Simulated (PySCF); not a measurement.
Work out the structure from these simulated measurements.

Elements present: C, F, H and O. Monoisotopic mass: 120.0387 u.

| Quantity | Value |
| --- | --- |
| NMR, other nuclei | isotropic shieldings of nuclei other than C and H, by class: 159 (1 O), 273 (2 F) ppm [GIAO PBE0/pcSseg-1] |
| Triplet | lowest triplet excitation (Tamm–Dancoff): 3.27 eV [TDA CAM-B3LYP/def2-SVPD] |
| 1H NMR | chemical shifts (computed TMS as zero) by class: 6.72 (1 H), 6.65 (1 H), 6.40 (1 H), 5.86 (1 H), 5.55 (1 H), 5.39 (1 H) ppm [GIAO PBE0/pcSseg-1] |
| UV, first state | lowest singlet excitation: 5.84 eV (212 nm, f = 0.728) [TDDFT CAM-B3LYP/def2-SVPD] |
| Rotational structure | rotational constants A, B, C: 5.779, 0.898, 0.815 GHz [GFN2-xTB] |
| Dipole | 2.57 D [CAM-B3LYP/def2-SVPD] |
| Polarisability | 72.6 au [CAM-B3LYP/def2-SVPD] |
| 13C NMR | chemical shifts (computed TMS as zero) by class: 151.8 (1 C), 139.7 (1 C), 123.7 (1 C), 122.1 (1 C), 118.9 (1 C) ppm [GIAO PBE0/pcSseg-1] |

Electronic properties: PySCF, gas phase, density fitting. Levels stand in brackets. Isolated species at its GFN2-xTB geometry (one conformer only). NMR values are class means; diastereotopic atoms form classes of their own.

Problem. Which formula fits the mass and the elements?

Solution. C5H6F2O (calculated 120.0387). No other formula that holds each of these elements comes within 0.0003 u with a fitting electron parity and a possible valence count.

Problem. Give a SMILES that accounts for the data.

Solution. Numbering: `[CH2:1]=[CH:2]/[CH:3]=[CH:4]/[O:5][CH:6]([F:7])[F:8]`. Its formula, C5H6F2O, gives 2 degrees of unsaturation: 0 rings and 2 π bonds in the structure found. 5 carbons fall into 5 classes; from least to most shielded: vinylic carbon bearing oxygen [C4] (151.8 ppm), alkene CH carbon [C2] (139.7 ppm), terminal =CH2 carbon [C1] (123.7 ppm), CHF2 carbon [C6] (122.1 ppm), alkene CH carbon [C3] (118.9 ppm). Hydrogen classes from least to most shielded: 1 H on a vinylic carbon bearing oxygen, C4 (6.72 ppm), 1 H on a CHF2 carbon, C6 (6.65 ppm), 1 H on an alkene CH carbon, C2 (6.40 ppm), 1 H on an alkene CH carbon, C3 (5.86 ppm), 1 H on a terminal =CH2 carbon, C1 (5.55 ppm), 1 H on a terminal =CH2 carbon, C1 (5.39 ppm). The other shieldings belong to: 159 ppm, ether oxygen [O5]; 273 ppm, fluorine of a CF2 group [F7/F8]. The optimised geometry has point group C1 and is an asymmetric top. Structure: `C=C/C=C/OC(F)F`. Computed isomers that give other values at the same levels: `FCC1=CCO[C@H]1F` (13C chemical shifts (computed TMS as zero) by class: 146.3 (1 C), 133.8 (1 C), 120.5 (1 C), 83.8 (1 C), 81.4 (1 C) ppm); `C=C(F)/C(F)=C\OC` (13C chemical shifts (computed TMS as zero) by class: 167.7 (1 C), 149.9 (1 C), 145.6 (1 C), 94.5 (1 C), 61.4 (1 C) ppm); `C=C(C=O)[C@H](F)CF` (13C chemical shifts (computed TMS as zero) by class: 197.3 (1 C), 152.9 (1 C), 144.6 (1 C), 95.1 (1 C), 87.2 (1 C) ppm). The assignments are read from this structure; whether some other isomer fits the data as well wasn't checked.

Conformer computed: `[CH2:1]=[CH:2]/[CH:3]=[CH:4]/[O:5][CH:6]([F:7])[F:8]`: C1–C2–C3–C4 179°, C3–C4–O5–C6 -10°, C4–O5–C6–F7 -167°.
